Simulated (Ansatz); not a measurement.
CdH2. Charge 0, multiplicity 1. Geometry PBE-D4/def2-TZVP, basis def2-TZVP, Ansatz.

```csv
run,HOMO (eV),LUMO (eV)
A,-10.14,0.98
B,-6.96,-0.96
C,-7.36,-0.75
D,-7.79,-0.70
E,-9.96,0.66
F,-10.51,1.49
```

In the def2 sets Cd takes a core potential; there is no spin–orbit coupling.

The runs used HF, PBE0, r2SCAN, r2SCANh, ωB97M-V, ωB97X-V. Estimate which is which.

A ωB97X-V (range-separated); B r2SCAN (0 % exact exchange); C r2SCANh (10 % exact exchange); D PBE0 (25 % exact exchange); E ωB97M-V (range-separated); F HF (100 % exact exchange). Exact exchange lowers occupied and raises empty levels; among semilocal functionals meta-GGAs tend to open the gap a little, and such runs are hard to tell apart. The gap grows from 5.99 eV (r2SCAN) to 11.99 eV (HF).
